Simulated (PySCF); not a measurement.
A side-by-side comparison of computed properties.

First species: Germyl cyanide, CH3GeN.
SMILES with atom numbers: `[N:1]#[C:2][GeH3:3]` (hydrogens: H4, H5, H6 on Ge3)

Cartesian coordinates in Å at the PBE0-D3(BJ)/def2-SVP level; atoms count from 1:
```xyz
6
CH3GeN angstrom
N      2.4741   -0.0407   -0.0097
C      1.3150   -0.0234   -0.0072
Ge    -0.6099    0.0110   -0.0066
H     -1.0312    1.4630   -0.2456
H     -1.0672   -0.4958    1.3633
H     -1.0746   -0.9101   -1.1374
```

Second species: C2ClNSe.
Bonds: N1–C2 (triple), C2–C3, C3–Cl4, C3–Se5 (double).

Levels: PBE0/def2-SVPD for dipole moment, HOMO energy, LUMO energy, HOMO–LUMO gap, static isotropic polarisability and electronic spatial extent ⟨r²⟩ about the centre of nuclear charge; TDDFT PBE0/def2-SVPD for lowest singlet excitation; TDA PBE0/def2-SVPD for lowest triplet excitation (Tamm–Dancoff); PBE0-D3(BJ)/def2-SVP for rotational constant A and rotational constant C. Geometries: PBE0-D3(BJ)/def2-SVP. Each species is one conformer at its optimised geometry, gas phase, non-relativistic unless stated. Electronic properties by PySCF.

```csv
property,column X,column Y
dipole moment,3.91 D,2.40 D
HOMO energy,-9.72 eV,-7.64 eV
LUMO energy,-0.36 eV,-4.25 eV
HOMO–LUMO gap,9.36 eV,3.39 eV
lowest singlet excitation,7.15 eV,1.79 eV
lowest triplet excitation (Tamm–Dancoff),5.82 eV,1.32 eV
static isotropic polarisability,45.8 au,73.2 au
electronic spatial extent ⟨r²⟩ about the centre of nuclear charge,340 bohr²,832 bohr²
rotational constant A,78.026 GHz,3.263 GHz
rotational constant C,3.595 GHz,1.180 GHz
```

Question: Which column belongs to which species?

Answer: Column X is the first species and column Y the second. The first has 6 atoms and 48 electrons, the second 5 and 70.

Question: How does each property change from the first species to the second?

Answer: dipole moment -1.51 D; HOMO energy +2.08 eV; LUMO energy -3.89 eV; HOMO–LUMO gap -5.97 eV; lowest singlet excitation -5.36 eV; lowest triplet excitation (Tamm–Dancoff) -4.50 eV; static isotropic polarisability +27.4 au; electronic spatial extent ⟨r²⟩ about the centre of nuclear charge +492 bohr²; rotational constant A -74.763 GHz; rotational constant C -2.415 GHz.

On the first: The vertical singlet–triplet gap S1 − T1 is 1.33 eV (TDDFT singlet less Tamm–Dancoff triplet). Point group C3v permits a dipole; with 3.91 D the species has a pure rotational spectrum. The calculation is non-relativistic and has no spin–orbit coupling, an omission that weighs most on germanium.

On the second: In wavenumbers S1 is 14500 cm⁻¹ (1 eV = 8065.54 cm⁻¹). The dipole matches unit charges of opposite sign 0.50 Å apart (1 e·Å = 4.8032 D). The calculation is non-relativistic and has no spin–orbit coupling, an omission that weighs most on selenium.
